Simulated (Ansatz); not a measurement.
Consider the cleavage of the B–Si bond: `CB[SiH2]C` + `NCF` → `CBNCF` + `C[SiH3]`.

Isolated molecules relaxed with PBE0-D4/def2-TZVP in Ansatz; ΔE leaves out vibrations. CCSD(T)/CBS adds triple-zeta CCSD(T) − MP2 to the extrapolated MP2 energy (def2 sets, frozen cores). This one scheme is used for every species. Functionals use def2-TZVPP. One conformer a species, not always the lowest.

```
             level  ΔE (eV)
              PBE0    -1.60
    MP2/def2-QZVPP    -1.72
SCS-MP2/def2-QZVPP    -1.72
     MP2/CBS(def2)    -1.71
```

Problem. What does CCSD(T)/CBS give? (Estimate.)

Solution. Ansatz gave: -1.65 eV. The listed levels differ from it by 0.05, -0.07, -0.07, -0.06 eV.

Largest T1 diagnostic among the species: 0.012.

From PBE to PBE0 (25 % exact exchange), in def2-TZVPP and without D4, ΔE moves by −0.03 eV.
